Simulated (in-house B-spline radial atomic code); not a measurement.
## OLYP excitations of B II (B+)

Method: OLYP. Computed with an all-electron radial atomic-structure program (B-spline basis): linear response of the closed shell [He] 2s2 with the functional's adiabatic kernel; scalar-relativistic (spin-free one-electron X2C), finite nucleus, no spin-orbit coupling, no double excitations, S, P, D and F terms only.

Command:
```bash
python run_td.py task.json out
```
Settings (radii: box in bohr, nucleus in fm):
```
Z                        5
electrons                4
configuration            [He] 2s2
hamiltonian              x2c
method                   optx,lyp
box_radius               41.61
rms_radius               2.406
intervals                77
```

Cost of the run: 0.3 s on 1 thread of Arm Neoverse N1 (shared host).

The lowest states, in the order of their Tamm-Dancoff energies; the method's threshold (minus the highest occupied level) is 19.441 eV. Labels give the largest channel, * marks a mixed state, and oscillator strengths are full-response dipole values. Measured ¹D terms are left out, since they can mix with doubly excited terms. Semilocal kernels can invert the small singlet-triplet splittings of Rydberg terms. Energies in eV:

| state | full response | Tamm-Dancoff | oscillator strength | measured (J-weighted term) |
| --- | --- | --- | --- | --- |
| 2s → 2p 3P | 3.558 | 4.197 | - | 4.631 |
| 2s → 2p 1P | 8.723 | 9.243 | 1.03 | 9.100 |
| 2s → 3s 3S | 14.510 | 14.528 | - | 16.090 |
| 2s → 3s 1S | ? | ? | - | - |
| 2s → 3p 3P | 15.808 | 15.830 | - | 17.853 |
| 2s → 3p 1P | 15.995 | 16.020 | 0.0556 | 17.866 |
| 2s → 3d 3D | 16.721 | 16.746 | - | 18.678 |
| 2s → 3d 1D | ? | ? | - | - |
| 2s → 4s 3S | 17.714 | 17.718 | - | - |
| 2s → 4s 1S | 17.827 | 17.833 | - | - |

(1) Where does 2s → 3d 1D lie?

(2) Where does 2s → 3s 1S lie?

(3) How large is the singlet-triplet splitting of 2s → 2p (P terms) in Tamm-Dancoff?

(4) What polarisabilities and dispersion coefficient does the method give?

## Answers

(1) At 16.837 eV in full response, 16.844 eV in Tamm-Dancoff.

(2) At 15.086 eV in full response, 15.118 eV in Tamm-Dancoff.

(3) 5.05 eV, from the unrounded values.

(4) Dipole 10.68 bohr³, quadrupole 30.17 bohr⁵, C6 29.21 hartree·bohr⁶ for two such species.
